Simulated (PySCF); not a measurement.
# C₆ coefficients of unlike pairs at PBE

Calculated with PySCF 2.14 from the dipole response of each species, C₆(A,B) = (3/π) ∫ α_A(iu) α_B(iu) du, in atomic units, from isotropic polarisabilities. For ions this is the dispersion term alone; charge-induced terms of lower order in 1/R come first.

```json
{"species": "Kr", "configuration": "[Kr] (1S)", "basis": "aug-cc-pwCVTZ-PP with ECP10MDF (8s7p6d4f1g)", "relativity": "core potential", "α (bohr³)": "17.90", "C₆ (like pair)": "141.3"}
{"species": "Ga³⁺", "configuration": "[Ar] 3d10 (1S)", "basis": "aug-cc-pwCVTZ-PP with ECP10MDF (8s7p6d4f1g)", "relativity": "core potential", "α (bohr³)": "1.407", "C₆ (like pair)": "3.034"}
{"species": "Be²⁺", "configuration": "1s2 (1S)", "basis": "aug-cc-pVDZ-DK (4s3p2d)", "relativity": "spin-free X2C", "α (bohr³)": "0.02418", "C₆ (like pair)": "0.001901"}
{"species": "Be", "configuration": "[He] 2s2 (1S)", "basis": "dyall-av3z (15s9p4d2f)", "relativity": "none", "α (bohr³)": "42.91", "C₆ (like pair)": "257.0"}
```

(1) Estimate C₆ for Be²⁺ with Kr.

No spin-orbit coupling is included.

The other pairs:

| pair | C₆ |
| --- | --- |
| Be, Be²⁺ | 0.2889 |
| Be, Kr | 163.0 |
| Ga³⁺, Kr | 17.42 |
| Be, Ga³⁺ | 15.62 |
| Be²⁺, Ga³⁺ | 0.07353 |

## Answers

(1) The integral gives 0.3590. The combination rule 2 C_A C_B / (C_A α_B/α_A + C_B α_A/α_B) gives 0.3363 and the geometric mean 0.5184.
